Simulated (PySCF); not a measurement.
Does the answer move with the share of exact exchange?

C3H7BO.
SMILES: `O(C)BC=C`

Torsions of this conformer, `[CH2:1]=[CH:2][BH:3][O:4][CH3:5]`: C1–C2–B3–O4 180°, C2–B3–O4–C5 -179°.

PySCF, pcSseg-2 basis, density fitting, gas phase, PBE0-D3(BJ)/def2-SVP geometry. One functional is left out:

```
functional  exact exchange (%)  HOMO energy (eV)  LUMO energy (eV)  dipole moment (D)
     B97-D                   0             -6.67             -1.91              0.799
      BLYP                   0             -6.57             -1.90              0.839
      BP86                   0             -6.83             -2.13              0.832
       LDA                   0             -6.93             -2.29              0.878
      OPBE                   0             -6.73             -1.95              0.773
       PBE                   0             -6.74             -2.06              0.824
     B3LYP                  20             -7.62             -1.29              0.831
      PBE0                  25             -7.87             -1.08              0.808
  mPW1PW91                  25             -7.88             -1.09              0.809
 BHandHLYP                  50             -8.80             -0.01              0.845
```

Task: Predict the row of B97-2 (21 % exact exchange) by straight lines through the other rows, and check it.

Result: 
```csv
property,line,computed,computed − line,"B3LYP (20 %), for comparison"
HOMO energy (eV),-7.64,-7.60,+0.04,-7.62
LUMO energy (eV),-1.21,-1.10,+0.11,-1.29
dipole moment (D),0.825,0.792,-0.033,0.831
```

Task: Which of these properties follows the share of exact exchange most closely, and which least?

Result: Most closely the HOMO energy, least the dipole moment; the correlations over the tabulated rows are HOMO energy -0.991, LUMO energy 0.986, dipole moment 0.098. The HOMO energy moves by -0.422 eV for every 10 %. Functionals with the same share still differ in their other parts: at 0 % BLYP and LDA differ by 0.36 eV in it.
